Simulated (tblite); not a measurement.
Compound: C5H7BCl2Si.
Atom-mapped SMILES: `[CH2:1]=[C:2]([C:3]#[C:4][SiH2:5][CH3:6])[B:7]([Cl:8])[Cl:9]` (hydrogens: H10, H11 on C1; H12, H13 on Si5; H14, H15, H16 on C6)

Computed with GFN2-xTB (tblite), gas phase: L-BFGS steps from a force-field or distance-geometry start until the largest atomic force falls under 0.01 eV/Å.

The end geometry, which sets the zero of energy:
```
atom  x, y, z in Å
C1     -2.7444   -1.6348    0.7751
C2     -2.0761   -0.4934    0.5334
C3     -0.6784   -0.5368    0.2853
C4      0.5105   -0.5366    0.0661
Si5     2.3290   -0.5075   -0.2725
C6      2.9737    1.2167    0.1874
B7     -2.7677    0.9124    0.5103
Cl8    -4.4596    1.0649    0.7794
Cl9    -1.8484    2.3356    0.2172
H10    -3.8045   -1.6267    0.9629
H11    -2.2459   -2.5901    0.7893
H12     2.5225   -0.7738   -1.7035
H13     2.9652   -1.5480    0.5460
H14     2.8407    1.4198    1.2466
H15     2.4438    1.9903   -0.3618
H16     4.0321    1.3168   -0.0376
```

Task: These geometries come from the run, each turned onto the end geometry. Order them by energy, lowest first.
A.
```
atom  x, y, z in Å
C1     -2.7463   -1.6452    0.7258
C2     -2.1086   -0.4811    0.5084
C3     -0.7065   -0.4904    0.2769
C4      0.4860   -0.4644    0.0786
Si5     2.3118   -0.4886   -0.2207
C6      3.0554    1.2102    0.1830
B7     -2.8356    0.9071    0.5016
Cl8    -4.4929    1.0342    0.9392
Cl9    -1.9806    2.3368    0.0666
H10    -3.8094   -1.6800    0.8956
H11    -2.2170   -2.5843    0.7345
H12     2.5135   -0.8302   -1.6342
H13     2.8847   -1.5095    0.6657
H14     3.1812    1.3441    1.2536
H15     2.4241    2.0174   -0.1759
H16     4.0329    1.3326   -0.2750
```
B.
```
atom  x, y, z in Å
C1     -2.6600   -1.5672    0.6928
C2     -2.0666   -0.3811    0.4708
C3     -0.6689   -0.3625    0.2173
C4      0.5212   -0.4860    0.0369
Si5     2.3549   -0.5813   -0.2136
C6      3.0206    1.1537    0.1908
B7     -2.8956    0.9506    0.5129
Cl8    -4.5438    0.8963    1.0519
Cl9    -2.2688    2.4787    0.0467
H10    -3.7192   -1.6250    0.8710
H11    -2.0955   -2.4818    0.7006
H12     2.6300   -0.9620   -1.6046
H13     2.9161   -1.5685    0.7195
H14     3.2400    1.2478    1.2496
H15     2.2957    1.9207   -0.0660
H16     3.9326    1.3764   -0.3531
```
C.
```
atom  x, y, z in Å
C1     -2.7601   -1.6417    0.7441
C2     -2.0920   -0.4927    0.5392
C3     -0.6905   -0.5256    0.3112
C4      0.5036   -0.5060    0.1228
Si5     2.3206   -0.4937   -0.2298
C6      3.0307    1.2167    0.1836
B7     -2.8019    0.9042    0.5117
Cl8    -4.4826    1.0378    0.8510
Cl9    -1.9259    2.3286    0.1123
H10    -3.8231   -1.6352    0.9180
H11    -2.2609   -2.5975    0.7341
H12     2.4852   -0.7723   -1.6620
H13     2.9577   -1.5345    0.5875
H14     3.0472    1.3970    1.2553
H15     2.4351    2.0021   -0.2737
H16     4.0495    1.3214   -0.1816
```
D.
```
atom  x, y, z in Å
C1     -2.7490   -1.6379    0.7533
C2     -2.0822   -0.4887    0.5470
C3     -0.6801   -0.5257    0.3260
C4      0.5117   -0.5302    0.1243
Si5     2.3226   -0.5025   -0.2495
C6      2.9997    1.2163    0.1838
B7     -2.7845    0.9114    0.5099
Cl8    -4.4710    1.0547    0.8115
Cl9    -1.8868    2.3339    0.1517
H10    -3.8138   -1.6403    0.9146
H11    -2.2441   -2.5902    0.7585
H12     2.4681   -0.7722   -1.6859
H13     2.9784   -1.5400    0.5581
H14     2.9462    1.4071    1.2527
H15     2.4372    2.0009   -0.3158
H16     4.0401    1.3123   -0.1168
```
E.
```
atom  x, y, z in Å
C1     -2.6854   -1.6148    0.7061
C2     -2.0980   -0.4219    0.5010
C3     -0.7012   -0.4102    0.2442
C4      0.4937   -0.4429    0.0646
Si5     2.3226   -0.5317   -0.2018
C6      3.0359    1.1847    0.1914
B7     -2.8734    0.9369    0.5165
Cl8    -4.5207    0.9916    0.9908
Cl9    -2.0942    2.3952    0.0243
H10    -3.7360   -1.6970    0.9268
H11    -2.1144   -2.5284    0.6540
H12     2.5653   -0.9053   -1.6039
H13     2.8531   -1.5682    0.6992
H14     3.2296    1.3020    1.2547
H15     2.3441    1.9680   -0.1087
H16     3.9714    1.3508   -0.3356
```

Result: D (0.002 eV), C (0.005 eV), A (0.013 eV), E (0.026 eV), B (0.058 eV).

In the order of the answer:

```tsv
step	E above end (eV)	largest force (eV/Å)	rms force component (eV/Å)	rms distance from end (Å)	rms bond change (Å)	bond most changed (Å)
68	0.002	0.02	0.009	0.051	0.000	B7–Cl8 -0.001
59	0.005	0.04	0.015	0.087	0.000	C4–Si5 +0.001
40	0.013	0.04	0.016	0.148	0.001	B7–Cl9 +0.002
24	0.026	0.11	0.031	0.205	0.002	B7–Cl9 +0.006
10	0.058	0.21	0.063	0.251	0.004	B7–Cl8 +0.015
```

What follows is the cost of the whole relaxation. The run took 0.82 s wall on an Arm Neoverse V2 with one thread, no GPU, shared host.
